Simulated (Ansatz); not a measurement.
Basis sets compared for [WOCl4]- (WCl4O⁻). The state is a doublet with charge -1. Geometry PBE-D4/def2-SVPD. Ansatz on 4 threads of AMD EPYC 7R43 on a shared host; times are rough, and most runs start from earlier orbitals.

```
atom   x (Å)   y (Å)   z (Å)
  W1   0.067   0.109  -0.061
  O2   0.871   1.422  -0.788
 Cl3   1.466  -0.573   1.752
 Cl4   0.871  -1.838  -1.190
 Cl5  -1.938  -0.197  -1.324
 Cl6  -1.337   1.078   1.612
```

In the def2 sets W takes a core potential; there is no spin–orbit coupling. No other spin state of charge -1 was run.

| level | functions | energy (Eh) | HOMO (eV) | LUMO (eV) | wall time |
| --- | --- | --- | --- | --- | --- |
| PBE-D4/def2-SVPD | 166 | -1982.1212 | -0.98 | 0.19 | 7.5 s |
| PBE0-D4/def2-SVPD | 166 | -1982.1993 | -2.63 | 1.02 | 12 s |

(1) Estimate the rows for PBE-D4/def2-TZVPD, PBE0-D4/def2-TZVPD.

Answers

(1) 
| level | functions | energy (Eh) | HOMO (eV) | LUMO (eV) | wall time |
| --- | --- | --- | --- | --- | --- |
| PBE-D4/def2-TZVPD | 267 | -1982.8337 | -0.83 | 0.34 | 13 s |
| PBE0-D4/def2-TZVPD | 267 | -1982.9093 | -2.44 | 1.21 | 33 s |
